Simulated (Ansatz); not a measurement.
Species: C$_{2}$H$_{8}$BN$_{2}$, charge 0, multiplicity 2. It need not be the lowest isomer of its formula. 
Geometry from a B3LYP-D3(BJ)/def2-TZVP (Ansatz, a program for electronic structure) optimisation:
SMILES: [CH2]CB(N)N
```xyz
13

C      1.9752     0.4443    -0.4890
C      1.0435    -0.4561     0.2266
B     -0.5215    -0.1015     0.1180
N     -1.4483    -0.9386     0.7887
N     -0.9447     1.0183    -0.6301
H      2.2284     0.2782    -1.5274
H      2.3637     1.3374    -0.0184
H      1.2865    -0.4808     1.2962
H      1.1582    -1.4856    -0.1351
H     -2.4439    -0.7999     0.7806
H     -1.1614    -1.7381     1.3241
H     -1.9025     1.3013    -0.7429
H     -0.2824     1.6076    -1.1031
```
Charge 0, spin multiplicity 2.

Quantity: atomisation energy (electronic, to ground-state atoms), in kJ/mol. Cores are frozen in the correlated levels unless marked. UHF or UKS for open shells. No spin-orbit coupling. No relativistic terms. The coupled-cluster limit lacks core correlation, which all-electron functionals hold. CBS(X,Y): correlation extrapolated as X^-3; Hartree-Fock from the larger set.

| level | program | atomisation energy (kJ/mol) |
|---|---|---|
| PBE/def2-TZVPD | Ansatz | 5108.7 |
| PBE-D3(BJ)/def2-TZVPD | Ansatz + dftd3 | 5132.4 |
| BLYP-D3(BJ)/def2-TZVPD | Ansatz + dftd3 | 5031.9 |
| revPBE-D3(BJ)/def2-TZVPD | Ansatz + dftd3 | 4993.5 |

### Question
Estimate the value at CCSD(T)/CBS(cc-pVTZ,cc-pVQZ) as computed with Ansatz.

### Answer
4987.8 kJ/mol
